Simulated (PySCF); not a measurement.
TeCl2, SMILES Cl[Te]Cl.

Coordinates come from a B3LYP-D3(BJ)/def2-TZVP optimisation. The isomer is the one that the SMILES or the coordinates give; other isomers of the formula were not compared. The def2 effective core potentials stand for the cores of Te; spin–orbit coupling is left out.

Two levels are set side by side: TDA-PBE/def2-SVPD (PySCF) and TDA-M06-2X/def2-SVPD (PySCF). Vertical, same geometry. The lowest singlet is HOMO→LUMO 99 % with PBE and HOMO→LUMO+1 98 % with the other functional; states are paired by order. Differences are taken from unrounded values.

| quantity | TDA-M06-2X |
|---|---|
| lowest singlet excitation (eV) | 2.45 |
| lowest triplet excitation (TDA) (eV) | 1.79 |
| first bright state (f over 0.05) (eV) | 6.13 |
| its oscillator strength | 0.08 |

**Question.** What does TDA-PBE give, and how far is it from TDA-M06-2X? (The exact figures need the calculation; the answer reports its results.)

**Answer.** 
| quantity | TDA-PBE | TDA-PBE minus TDA-M06-2X |
|---|---|---|
| lowest singlet excitation (eV) | 2.21 | -0.24 |
| lowest triplet excitation (TDA) (eV) | 1.50 | -0.30 |
| first bright state (f over 0.05) (eV) | 5.43 | -0.70 |
| its oscillator strength | 0.08 | 0.00 |

Functionals without exact exchange tend to place singlet excitations lower, as here. Differences between two approximate levels are no errors against the true value.

Rough cost on one machine, each run with all the roots and properties that it gave: TDA-M06-2X against TDA-PBE about 8 times.
